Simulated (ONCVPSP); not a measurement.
## PBE ONCV dataset for phosphorus (P), scalar-relativistic all-electron reference.

* Element: P
* Generator: ONCVPSP 4.0.1
* Type: optimised norm-conserving Vanderbilt (ONCV)
* Functional: PBE
* Relativity: scalar-relativistic
* Frozen core: [Ne]
* Valence charge: 5
* Reference configuration: 3s2 3p2 (charge +1)
* Partial waves: 3s: rc 1.70 bohr, ncon 4, nbas 9, qcut 4.1 1/bohr, 1 projector; 3p: rc 1.95 bohr, ncon 4, nbas 7, qcut 3.4 1/bohr, 2 projectors, debl 2.4 Ha
* Local potential: polynomial inside 1.55 bohr (lpopt 1, dvloc0 2 Ha)
* Core correction: polynomial model core, fcfact 0.35

Calculated quality:

| Property | Result |
| --- | --- |
| Cutoffs needed | 9.8 Ha and 68 Ha (the cutoffs (Ha) at which the residual kinetic energy of the hardest occupied pseudo-wave falls to 1 and 0.1 mHa per electron) |
| Ghost test | no bound ghost flagged; no localised positive-energy state flagged |
| Largest excitation error | +50 meV (all-electron minus pseudo) for 3s2 3p0, out of 4 test configurations |
| rms error of d²Exc/dni dnj | 2.01 mHa without and 0.32 mHa with the model core |

Generation and tests took about 1.7 s on one core of a shared server CPU.
